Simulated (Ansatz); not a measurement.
`C#C[Si](Cl)Cl` radical from Hartree–Fock to CCSD(T)

```xyz
6

C    -1.231   -0.934   -0.920
C    -0.457   -0.209   -0.340
Si    0.579    1.044    0.439
Cl    0.511    0.829    2.470
Cl    2.503    0.859   -0.225
H    -1.905   -1.588   -1.425
```

Total charge 0; spin multiplicity 2. All single points use the PBE0-D4/def2-TZVP geometry. Frozen core, unrestricted reference, Ansatz. CBS rows extrapolate triple and quadruple zeta; past MP2 they add the triple-zeta difference.

```json
{"basis": "def2-SVP", "HF (Eh)": "-1283.82029", "MP2 corr.": "-0.57581", "CCSD corr.": "-0.61768", "(T)": "?", "CCSD(T) total": "?"}
{"basis": "def2-TZVPP", "HF (Eh)": "-1284.33246", "MP2 corr.": "-0.75847", "CCSD corr.": "-0.80252", "(T)": "-0.04049", "CCSD(T) total": "-1285.17547"}
{"basis": "def2-QZVPP", "HF (Eh)": "?", "MP2 corr.": "-0.82525", "CCSD corr.": "–", "(T)": "–", "CCSD(T) total": "–"}
{"basis": "CBS(def2)", "HF (Eh)": "?", "MP2 corr.": "?", "CCSD corr.": "-0.91876", "(T)": "as TZ", "CCSD(T) total": "?"}
```

Question: Fill in the withheld values. (An estimate is asked.)

Answer: The calculation gave: def2-SVP (T): -0.02114; def2-SVP CCSD(T) total: -1284.45911; def2-QZVPP HF (Eh): -1284.36978; CBS(def2) HF (Eh): -1284.37493; CBS(def2) MP2 corr.: -0.87471; CBS(def2) CCSD(T) total: -1285.33418.
